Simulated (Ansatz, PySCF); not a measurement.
Gas-phase reaction in SMILES: N[Si](N)(O)O → N[Si](N)O + [OH] (HO) (the O-Si bond at the site shown breaks; other sites are not compared here)
Structures are relaxed separately at B3LYP-D3(BJ)/def2-TZVP in Ansatz (a program for electronic structure), one conformer each, not searched for the lowest. Frequencies are from Ansatz or PySCF.
Geometry of the first species:
SMILES: [Si](O)(N)(N)O
```xyz
11

Si    -0.0057    -0.0156    -0.0031
O     -0.6135    -1.3154    -0.8085
O      1.6155    -0.1104    -0.3250
N     -0.4868     1.5601    -0.4653
N     -0.5584    -0.2067     1.5919
H     -0.0393    -1.6929    -1.4793
H      2.1712     0.5861     0.0318
H     -0.1067     1.9833    -1.2970
H     -1.4348     1.8617    -0.3034
H     -0.5116     0.5284     2.2756
H     -0.6978    -1.1159     1.9983
```

Wanted: bond dissociation energy (enthalpy at 298 K, with B3LYP-D3(BJ) rigid-rotor harmonic-oscillator terms), in kJ/mol. Valence correlation only, unless marked. UHF or UKS for open shells. No spin-orbit coupling. No relativistic terms. CBS marks a two-point X^-3 extrapolation of the correlation energy; Hartree-Fock from the larger set. The bracket is a focal-point correction in the basis named.

RI-MP2/CBS(cc-pV(T+d)Z,cc-pV(Q+d)Z)+[CCSD(T)-MP2]/cc-pV(T+d)Z (Ansatz) gives 579.8 kJ/mol.

Another calculation gave 539.0 kJ/mol. Which level was it?
(A) B2PLYP/def2-TZVPD (Ansatz)
(B) PBE0/def2-TZVPD (Ansatz)
(C) SVWN5/def2-TZVPD (Ansatz)
(D) BLYP/def2-TZVPD (Ansatz)

B, PBE0/def2-TZVPD (Ansatz). The others give 552.8 (B2PLYP), 627.7 (SVWN5), 520.4 (BLYP) kJ/mol.
